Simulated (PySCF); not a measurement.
## One molecule, a ladder of functionals, a line

Molecule: `N#CC/C=N\[SiH3]`, C3H6N2Si.

Structure with atom numbers: `[N:1]#[C:2][CH2:3]/[CH:4]=[N:5]\[SiH3:6]` (H(Xn): hydrogen on atom n).

GIAO shieldings (ppm, equivalent atoms averaged) in PySCF 2.14 on the PBE0-D3(BJ)/def2-SVP geometry, basis pcSseg-1, gas phase, non-relativistic:

| functional | exact exchange (%) | σ(C3) | σ(Si6) |
| --- | --- | --- | --- |
| BLYP | 0 | 148.1 | 401.0 |
| BP86 | 0 | 151.9 | 406.1 |
| PBE | 0 | 152.4 | 407.9 |
| B3LYP | 20 | 152.5 | 410.6 |
| PBE0 | 25 | 157.3 | 419.8 |
| BHandHLYP | 50 | 158.3 | 426.2 |
| HF | 100 | 167.7 | 455.9 |

Task: Fit each shielding as a line in the percentage of exact exchange.

Result: σ(C3) = 150.8 + 0.17 x (rms 1.7 ppm); σ(Si6) = 404.3 + 0.50 x (rms 3.0 ppm). The functionals also differ in their semilocal parts, which the line can't hold; Hartree–Fock has no correlation at all.

Task: What does the line predict for mPW1PW91 (25 %), and what does the run give?

Result: σ(C3): 155.1 predicted, 156.4 computed; σ(Si6): 416.8 predicted, 417.8 computed ppm.
